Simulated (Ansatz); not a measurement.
The cluster PtBr2 (the lowest singlet isomer of a short search) was relaxed with B3LYP-D4 (def2-TZVP) in Ansatz in these states: charge +1 doublet, neutral quintet, neutral triplet. The geometries follow in no particular order.

In the def2 sets Pt takes a core potential; there is no spin–orbit coupling.

A:

```xyz
3

Pt    0.5059    0.1413    0.6392
Br   -0.4649    1.8057   -0.5668
Br   -0.0411   -1.9471   -0.0725
```

B:

Cartesian coordinates in Å:
```
Pt 0.333 0.422 -0.890
Br 1.142 0.787 1.407
Br -1.474 -1.208 -0.517
```

C:

```xyz
3

Pt    0.000    0.000    0.000
Br    0.442   -1.986   -1.109
Br   -0.442    1.986    1.109
```

Judge from the bond lengths which geometry belongs to which state (an estimate).

A is the charge +1 doublet (Pt1–Br2 2.273 Å, Pt1–Br3 2.273 Å); B is the neutral quintet (Pt1–Br2 2.462 Å, Pt1–Br3 2.462 Å); C is the neutral triplet (Pt1–Br2 2.317 Å, Pt1–Br3 2.317 Å).

At PBE0-D4/def2-TZVP a triplet lies 3.52 eV below the neutral quintet. These are the stationary points nearest to one start from a short search; other shapes may lie lower in each state.
